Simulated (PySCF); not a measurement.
CH$_{4}$N (SMILES [CH2]N), doublet, at a GFN2-xTB geometry, with bond 6-1 at 1.25 times its length; B3LYP/6-311G** (PySCF).

PySCF was given this input:
```python
from pyscf import gto, scf, dft

mol = gto.M(
    atom='''
C     0.119698    0.720717   -0.007638
N    -0.084842   -0.657662    0.006840
H    -0.519385   -1.000904    0.852403
H    -0.528370   -1.017213   -0.827202
H     0.466667    1.157685    0.909412
H     0.541064    1.244521   -1.168916
''',
    basis='6-311g**',
    charge=0,
    spin=1,
    verbose=4,
)

mf = dft.UKS(mol)
mf.xc = 'b3lyp'
mf.kernel()
mo_i, mo_e, stable_i, stable_e = mf.stability(internal=True, external=False, return_status=True, nroots=6, tol=1e-6)
print('internally stable:', stable_i, ' externally stable:', stable_e)
if not stable_i:
    umf = mf.copy()
    umf.scf_summary = {}
    umf.kernel(umf.make_rdm1(mo_i, mf.mo_occ))
```

It wrote (shortened):

```
PySCF version 2.14.0

[INPUT] verbose = 4
[INPUT] num. atoms = 6
[INPUT] num. electrons = 17
[INPUT] charge = 0
[INPUT] spin (= nelec alpha-beta = 2S) = 1
[INPUT] symmetry False subgroup None
[INPUT] Mole.unit = angstrom
[INPUT] Symbol           X                Y                Z      unit          X                Y                Z       unit  Magmom
[INPUT]  1 C      0.119698000000   0.720717000000  -0.007638000000 AA    0.226196437658   1.361957743318  -0.014433728139 Bohr   0.0
[INPUT]  2 N     -0.084842000000  -0.657662000000   0.006840000000 AA   -0.160328143860  -1.242801062534   0.012925726692 Bohr   0.0
[INPUT]  3 H     -0.519385000000  -1.000904000000   0.852403000000 AA   -0.981495403207  -1.891434436982   1.610808217758 Bohr   0.0
[INPUT]  4 H     -0.528370000000  -1.017213000000  -0.827202000000 AA   -0.998474592436  -1.922253980347  -1.563185229692 Bohr   0.0
[INPUT]  5 H      0.466667000000   1.157685000000   0.909412000000 AA    0.881872821372   2.187707588517   1.718539614393 Bohr   0.0
[INPUT]  6 H      0.541064000000   1.244521000000  -1.168916000000 AA    1.022462775862   2.351803846270  -2.208931102622 Bohr   0.0

nuclear repulsion = 36.4383204402975
number of shells = 32
number of NR pGTOs = 94
number of NR cGTOs = 60
basis = 6-311g**
ecp = {}

******** <class 'pyscf.dft.uks.UKS'> ********
method = UKS
initial guess = minao
damping factor = 0
level_shift factor = 0
DIIS = <class 'pyscf.scf.diis.CDIIS'>
diis_start_cycle = 1
diis_space = 8
diis_damp = 0
SCF conv_tol = 1e-09
SCF conv_tol_grad = None
SCF max_cycles = 50
direct_scf = True
direct_scf_tol = 1e-13
number electrons alpha = 9  beta = 8
XC library pyscf.dft.libxc version 7.1.2
    S. Lehtola, C. Steigemann, M. J. T. Oliveira, and M. A. L. Marques,  SoftwareX 7, 1–5 (2018)
XC functionals = b3lyp
    P. J. Stephens, F. J. Devlin, C. F. Chabalowski, and M. J. Frisch,  J. Phys. Chem. 98, 11623 (1994)
radial grids:
    Treutler-Ahlrichs [JCP 102, 346 (1995); DOI:10.1063/1.469408] (M4) radial grids

becke partition: Becke, JCP 88, 2547 (1988); DOI:10.1063/1.454033
pruning grids: <function nwchem_prune>
grids dens level: 3
symmetrized grids: False
atomic radii adjust function: <function treutler_atomic_radii_adjust>
small_rho_cutoff = 0
Set gradient conv threshold to 3.16228e-05
tot grids = 67256
init E= -95.1722277960249

cycle= 1 E= -95.1829149881024  delta_E= -0.0107  |g|= 0.203  |ddm|= 1.22
cycle= 2 E= -95.1762516196681  delta_E= 0.00666  |g|= 0.25  |ddm|= 0.329
cycle= 3 E= -95.2045616229275  delta_E= -0.0283  |g|= 0.025  |ddm|= 0.187
cycle= 4 E= -95.2047491409222  delta_E= -0.000188  |g|= 0.0171  |ddm|= 0.0279
cycle= 5 E= -95.2048953577513  delta_E= -0.000146  |g|= 0.00499  |ddm|= 0.0126
cycle= 6 E= -95.204911590082  delta_E= -1.62e-05  |g|= 0.00103  |ddm|= 0.0054
cycle= 7 E= -95.204913386079  delta_E= -1.8e-06  |g|= 0.000315  |ddm|= 0.002
cycle= 8 E= -95.2049135661143  delta_E= -1.8e-07  |g|= 0.000107  |ddm|= 0.000715
cycle= 9 E= -95.2049135822976  delta_E= -1.62e-08  |g|= 2.49e-05  |ddm|= 0.000267
cycle= 10 E= -95.204913583527  delta_E= -1.23e-09  |g|= 6.14e-06  |ddm|= 7.5e-05
cycle= 11 E= -95.2049135835891  delta_E= -6.21e-11  |g|= 1.72e-06  |ddm|= 2.08e-05
Extra cycle  E= -95.2049135835916  delta_E= -2.56e-12  |g|= 1.24e-06  |ddm|= 3.78e-06
converged SCF energy = -95.2049135835916  <S^2> = 0.75371425  2S+1 = 2.0037108
uhf_internal: lowest eigs of H = [0.25679507 0.29097007 0.35911505 0.45985959 0.46387473 0.48473138]
<class 'pyscf.dft.uks.UKS'> wavefunction is stable in the internal stability analysis
internally stable: True  externally stable: None
```
